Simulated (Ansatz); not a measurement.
A made-up structure of SnH3O (charge +1), closed shell:

| atom | x (Å) | y (Å) | z (Å) |
| --- | --- | --- | --- |
| O1 | 0.1177 | -1.2216 | 0.8113 |
| Sn2 | -0.2891 | 0.5322 | -0.3051 |
| H3 | 1.1303 | -1.5988 | 0.8632 |
| H4 | -2.1230 | 0.9217 | -0.1982 |
| H5 | 1.1641 | 1.3665 | -1.1712 |

It is relaxed with PBE-D4/def2-SVP and then PBE0-D4/def2-TZVP (Ansatz 0.2.0). Atoms count as bonded within 1.22 times the sum of their covalent radii (H–H: 0.88 Å). The end point is not checked to be a true minimum.

(1) Does its bonding change? (A judgement: the text doesn't fix the answer.)

Answers

(1) The calculation gives: No: no bond forms or breaks.

Where it ends: The first stage lowers the energy by 0.77 eV in 4 steps. It ends as SnH₃O ([OH][SnH2]), total charge +1:
```
5
angstrom
O 0.1054 -1.0908 0.7243
Sn -0.2583 0.4751 -0.2723
H 1.0096 -1.4274 0.7706
H -1.8958 0.8229 -0.1769
H 1.0391 1.2202 -1.0457
```

Labels in which every atom is bracketed show which atoms are joined, not bond orders.

For scale, one of the runs: PBE0-D4/def2-TZVP relaxation, 99 basis functions, launched by `ansatz run in.yaml --threads 2 --pin off --events-out ev --progress --plain --max-ram 4352MiB`. The run took about 8 s on 2 CPU threads of an Arm Neoverse V2 (shared host).
